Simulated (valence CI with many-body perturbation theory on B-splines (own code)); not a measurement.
**Valence orbitals of Hg⁴⁷⁺**

Method: relativistic CI+MBPT: five valence electrons over a frozen Dirac-Fock core [Ar] 3d10, a basis of 11 s, 11 p, 10 d, 8 f, 5 g, 2 h functions for each j, with the one-electron correlation potential Σ1 (screened to all orders), the two-electron term Σ2, the three-electron term Σ3, Breit, model QED; selected single and double excitations, second order for the rest, scaled by the run's own slope (own B-spline code, finite nucleus).

The last digits are not significant, and no measured levels were compared; by estimate large intervals hold to a few tenths of a per cent, small ones and those within an open d or f shell to about a per cent. Among the levels kept, up to 2000 cm⁻¹ of a level comes from second order outside the variational space, and about a tenth of that is noise between levels of different J, which matters for small intervals.

These are the spectroscopic orbitals of the CI (the correlating ones are not listed), shaped by the core and the other valence electrons. h is the expectation value of the core's Dirac-Fock operator, without the valence repulsion; Σ1 is computed up to l = 3 at one energy for each symmetry, that of its lowest orbital but kept below the first core excitation, so for empty shells it is not the orbital's own correlation shift; Breit and QED include the response of the core.

```
Orbital  h (hartree)  Σ1 (cm⁻¹)  Breit (cm⁻¹)  QED (cm⁻¹)  ⟨r⟩ (bohr)
  4s1/2      -112.22     -15079         19679       14955      0.3563
  5s1/2      -67.401      -5485          8782        6842      0.5977
  6s1/2      -44.965      -2667          4577        3647      0.9035
  7s1/2      -32.131      -1522          2721        2181       1.271
  8s1/2      -24.102       -956          1750        1408       1.700
  9s1/2      -18.746       -642          1192         961       2.192
  4p1/2      -108.05     -16170         30753         999      0.3522
  5p1/2      -65.356      -5937         13882         469      0.5997
  6p1/2      -43.827      -2930          7353         256      0.9102
  7p1/2      -31.434      -1686          4410         155       1.282
  8p1/2      -23.645      -1066          2853         101       1.717
  9p1/2      -18.431       -718          1953        69.3       2.214
  4p3/2      -102.37     -13526         17441        2144      0.3735
  5p3/2      -62.674      -5271          7994        1004      0.6269
  6p3/2      -42.348      -2669          4738         549      0.9432
  7p3/2      -30.533      -1558          2863         334       1.321
  8p3/2      -23.056       -994          1863         218       1.762
  9p3/2      -18.024       -674          1280         150       2.265
  4d3/2      -96.051     -15742         13876        -658      0.3599
  5d3/2      -59.627      -5965          6436        -286      0.6230
  6d3/2      -40.657      -3027          3529        -153      0.9472
  7d3/2      -29.497      -1770          2149       -91.4       1.334
  8d3/2      -22.375      -1131          1406       -59.2       1.783
  4d5/2      -94.835     -14706          8792       -31.4      0.3657
  5d5/2      -59.036      -5584          3930         6.4      0.6300
  6d5/2      -40.324      -2836          2164         9.3      0.9557
  7d5/2      -29.291      -1660          1306         7.7       1.344
  8d5/2      -22.239      -1062           850         5.9       1.794
  4f5/2      -88.147     -15101          5844        -463      0.3311
  5f5/2      -56.038      -4864          2488        -217      0.6065
  6f5/2      -38.692      -2416          1308        -121      0.9410
  7f5/2      -28.299      -1415           780       -74.3       1.337
  4f7/2      -87.808     -14338          2534        -219      0.3335
  5f7/2      -55.849      -4631          1110       -95.1      0.6093
  6f7/2       -38.58      -2309           603       -51.1      0.9444
  7f7/2      -28.227      -1357           365       -30.9       1.341
  5g7/2      -54.249                      260       -51.7      0.5546
  6g7/2      -37.682                      212       -35.4      0.8944
  7g7/2      -27.674                      150       -24.1       1.296
  5g9/2       -54.17                      4.8         2.1      0.5559
  6g9/2      -37.635                      5.4        -4.0      0.8959
  7g9/2      -27.644                      2.5        -4.2       1.298
  6h9/2      -37.434                                           0.8062
 6h11/2      -37.405                                           0.8072
```

Among the shells of the start configuration 4s2 4p3, Σ1 is largest in size for 4p1/2, where it is 0.068 % of h.

Lowest root of each symmetry, sizes in configuration state functions:

```tsv
J	Parity	Roots	Reference	Variational	Second order	Change by selected CI (cm⁻¹)	Change by second order (cm⁻¹)
1/2	even	12	61	32000	1046448	-13667	-255
3/2	even	19	104	31998	2332857	-13562	-496
5/2	even	19	116	31999	3080281	-13477	-713
7/2	even	12	96	31975	3296302	-13030	-1091
9/2	even	8	67	32000	3021384	-13312	-874
11/2	even	2	31	31996	2199126	-24889	-359
1/2	odd	20	92	32000	1118305	-10690	-346
3/2	odd	31	158	31973	2200743	-9431	-573
5/2	odd	31	180	31996	3062769	-8424	-1003
7/2	odd	24	166	31999	3196676	-23735	-1220
9/2	odd	13	122	32000	2974284	-16792	-910
11/2	odd	5	74	31997	2275063	-22186	-615
```
